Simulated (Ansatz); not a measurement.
Born–Oppenheimer molecular dynamics of F₂H₅NOSi₂ (11 atoms, charge 0, multiplicity 1). It starts from a relaxed structure.

Level of theory: Ansatz 0.2.0, RKS PBE0-D4/6-31G*.

```json
{
  "ensemble": "NVT, Langevin thermostat",
  "time step": "0.25 fs",
  "steps asked": "166",
  "set temperature": "200 K",
  "friction": "0.001 /fs",
  "seed": "307234"
}
```

First frame:

```xyz
11
Properties=species:S:1:pos:R:3
Si -0.085 0.022 0.182
N 0.261 0.032 1.833
H -0.428 0.347 2.498
H 0.995 -0.522 2.247
F 1.257 0.248 -0.647
O -1.188 1.175 -0.114
Si -2.502 1.410 -1.104
H -3.654 0.598 -0.627
H -2.850 2.852 -1.049
H -2.186 1.024 -2.505
F -0.662 -1.359 -0.389
```

Task: What does the run give?

Result: All steps were run.

```
steps done                                               : 166
time covered                                             : 41.5 fs
mean temperature over the second half                    : 98 K
spread of the potential energy over the second half      : 1.9 meV per atom
mean potential energy of the second half above the start : 11.2 meV per atom
```

The mean temperature of the second half is 51 % below the set value. A run of 0.042 ps of so small a system gives no equilibrium averages.

Task: What happens to the structure?

Result: The same pairs are bonded in the first frame and the last. Pairs count as bonded within 1.25 times the sum of covalent radii (0.12 Å more for H–H). This is one draw of velocities; another would differ in detail.

Task: How do temperature and energy run in time?

Result: 
```tsv
time (fs)	T (K)	potential energy less start (eV)
0	182	0.000
2	150	0.044
4	116	0.088
6	110	0.097
8	95	0.118
10	76	0.148
12	83	0.137
14	113	0.091
16	112	0.088
18	109	0.087
20	119	0.074
22	119	0.074
24	89	0.125
26	72	0.152
28	89	0.130
30	99	0.117
32	91	0.130
34	88	0.143
36	113	0.113
38	104	0.124
40	100	0.135
```

Time of the run: 4.9 min on 4 threads of Arm Neoverse V1, with other jobs on the host, peak memory 0.26 GiB.
